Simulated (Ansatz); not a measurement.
# Worked example: InH3 + C2H3FI2 → InH2I + C2H4FI

Species: InH3 `[InH3]`, singlet; C2H3FI2 `FC(I)CI`, singlet; InH2I `[InH2][I]`, singlet; C2H4FI (1-fluoro-2-iodoethane) `FCCI`, singlet. The partners trade H for I: In–H and C–I bonds give way to In–I and C–H.

Shapes, held fixed at every level: PBE0-D4/def2-TZVP. Flexible molecules stand in one conformer, not always the lowest. Programs: Ansatz 0.2.0. The zero-point and thermal change to 298 K, harmonic and unscaled (PBE0-D4/def2-TZVP), is +15.1 kJ/mol.

At CCSD(T)/def2-TZVPP; 1 Eh = 2625.50 kJ/mol:

```
species  energy (Eh)
   InH3  -191.238851
C2H3FI2  -771.888717
  InH2I  -487.854841
 C2H4FI  -475.349973
```

Work out ΔH(298 K) of the reaction at this level.


1. Products less reactants: (-487.854841) + (-475.349973) − [(-191.238851) + (-771.888717)] = -0.077246 Eh = -202.8 kJ/mol.
2. With the thermal change: -202.8 + (+15.1) = -187.7 kJ/mol.

Other levels give -232.8 (HF/def2-SVP) to -176.9 kJ/mol (PBE-D4/def2-TZVPP). No measured value is set beside it here. For atoms past krypton def2 sets carry core potentials with scalar relativity. Outer-core shells of I, In are correlated in most correlated rows, in sets that cover them unevenly.
